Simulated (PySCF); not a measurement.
C2H5AlO2, SMILES C=[CH][Al]([OH])[OH]. Atoms are numbered in the order given.

```xyz
10

Al    -0.0287    -0.4728     0.0000
C     -0.7692     1.3090     0.0000
C      0.0155     2.4005     0.0000
H     -1.8556     1.4743     0.0000
H     -0.3902     3.4210     0.0000
H      1.1097     2.3260     0.0000
O      1.6709    -0.5932     0.0000
H      2.2292    -1.3733     0.0000
O     -1.0855    -1.8083     0.0000
H     -0.8807    -2.7459     0.0000
```
Charge 0, spin multiplicity 1.

Geometry: B3LYP-D3(BJ)/def2-SVP. The structure was generated by enumeration; whether it is a known compound was not checked. The values are those of a single conformer.

Level of theory: PySCF with PBE0/pcSseg-1.

GIAO shieldings, no solvent; atoms listed in one row are averaged. δ = σ(ref) − σ: ¹³C against TMS (σ = 186.3 ppm); ¹H against TMS (σ = 31.56 ppm); ¹⁷O against H2O (σ = 334.2 ppm), references at their B3LYP-D3(BJ)/def2-TZVP geometries, non-relativistic.

| nucleus | atoms | count | δ (ppm) |
|---|---|---|---|
| ¹³C | C3 | 1 | 159.3 |
| ¹³C | C2 | 1 | 140.4 |
| ¹H | H5 | 1 | 7.13 |
| ¹H | H6 | 1 | 7.05 |
| ¹H | H4 | 1 | 6.39 |
| ¹H | H10 | 1 | 1.90 |
| ¹H | H8 | 1 | 1.67 |
| ¹⁷O | O9 | 1 | 29.8 |
| ¹⁷O | O7 | 1 | 22.8 |
